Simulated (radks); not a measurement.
Spherical jellium clusters: N electrons in a uniform positive sphere of charge N and radius rs N^(1/3), rs = 4.49 bohr. Calculated with a radial shooting solver with Libxc functionals: non-relativistic Kohn-Sham, PBEsol, spin-polarised, spherical densities. Levels are named by radial order and angular momentum (1s, 1p, 1d, 2s, ...), and open shells are averaged over m.

N = 8, configuration 1s2 1p6. This is the lowest configuration that the search found. Occupied and some empty levels:

| level | occupation | eigenvalue (eV) | <r> (bohr) |
|---|---|---|---|
| 1s | 2 | -3.9018 | 6.011 |
| 1p | 6 | -2.9262 | 7.210 |
| 1d | 0 | -1.7304 | 8.295 |
| 2s | 0 | -1.2718 | 8.054 |
| 1f | 0 | -0.44950 | 9.804 |

Energy (eV): total -14.5802, kinetic 10.777, external -229.23, Hartree 113.29, exchange-correlation -25.776, background 116.36.
